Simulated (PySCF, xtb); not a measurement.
CH3ClMg, SMILES [CH3][Mg][Cl].

GFN2-xTB (xtb 6.7.1) at its own geometry gives an orbital gap of 2.73 eV and a dipole moment of 4.32 D.

Coordinates come from a PBE-D3(BJ)/def2-TZVP optimisation.

**Question.** What does CAM-B3LYP/def2-TZVPD (PySCF) give? (The exact figures need the calculation; the answer reports its results.)

**Answer.** gap 8.51 eV (levels -8.97 and -0.46 eV), dipole 2.25 D.
